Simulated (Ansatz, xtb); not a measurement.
Isomers of C6H8O2 in order of energy

5 gas-phase structures of C6H8O2, from a drawn sample of its isomers (lower ones may exist). Each was relaxed with GFN2-xTB; where two conformers were screened, the lower at r2SCAN-D4/def2-SVP is listed:

A. `O=C1CCC=C1CO`, a singlet
B. `OCC1=C(O)CC=C1`, a singlet
C. `OCC1=CCC=C1O`, a singlet
D. `OCC1=C(O)C=CC1`, a singlet
E. `OC[C@@H]1C=CC=C1O`, a singlet

Question: Which do you expect lowest at r2SCAN-D4/def2-SVP, and how would the others follow?

Answer: Calculated order at r2SCAN-D4/def2-SVP: A (0.000), B (0.581), D (0.585), C (0.591), E (0.687) eV. Less than 1 kcal/mol parts B and D; D and C, so the order within those pairs means little.

Energies above the lowest of each column, in eV; the last columns are at B3LYP/def2-SVP geometries:

| structure | GFN2-xTB | HF/STO-3G | r2SCAN-D4/def2-SVP | B3LYP/def2-SVP | CCSD(T)/def2-SVP + ΔMP2/def2-TZVPP |
| --- | --- | --- | --- | --- | --- |
| A | 0.000 | 0.000 | 0.000 | 0.000 | 0.000 |
| B | 0.301 | 0.779 | 0.581 | 0.582 | 0.577 |
| D | 0.355 | 0.821 | 0.585 | 0.581 | 0.553 |
| C | 0.364 | 0.857 | 0.591 | 0.591 | 0.549 |
| E | 0.488 | 0.935 | 0.687 | 0.685 | 0.628 |

Every level run on A puts it lowest or level with the lowest. CCSD(T)/def2-SVP + ΔMP2/def2-TZVPP orders those it was run on as A (0.000), C (0.549), D (0.553), B (0.577), E (0.628) eV. Less than 1 kcal/mol parts C and D; D and B, so the order within those pairs means little. Flexible structures stand in one conformer each, not always the lowest. ΔMP2 is the change of the MP2 energy from the smaller to the larger basis.

Over these structures GFN2-xTB departs from r2SCAN-D4/def2-SVP by 0.075 eV on average once a common shift is removed. A GFN2-xTB relaxation took about 0.084 s and the r2SCAN-D4/def2-SVP energy about 4.2 s on a shared host (Ansatz 0.2.0, xtb 6.7.1).
